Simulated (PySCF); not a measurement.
Computed shifts of a molecule CH₅NO₂Si₂, PBE/pcSseg-1 (PySCF), GIAO, gas phase, atoms alike by connectivity averaged where their shifts nearly agree, in ppm (number of nuclei): ¹⁵N: 188.6 (1). ¹³C: 113.6 (1). ²⁹Si: 12.6 (1), -118.4 (1). ¹H: 5.50 (1), 3.91 (3), 3.19 (1). References: ¹⁵N against NH3 (σ = 267.0 ppm); ¹³C against TMS (σ = 182.0 ppm); ¹⁷O against H2O (σ = 334.3 ppm); ²⁹Si against TMS (σ = 335.4 ppm); ¹H against TMS (σ = 31.49 ppm), references at their B3LYP-D3(BJ)/def2-TZVP geometries, non-relativistic. Geometry optimised at PBE0-D3(BJ)/def2-SVP. The values are those of a single conformer.

Q: Pick the molecule that these values belong to.
A) O[Si]1(O)C=N[SiH2]1
B) N#CO[Si@H](O)[SiH3]
C) [SiH3]O[Si@@H]1N=CO1
D) O[Si@]1([SiH3])N=CO1

A: B, N#CO[Si@H](O)[SiH3]
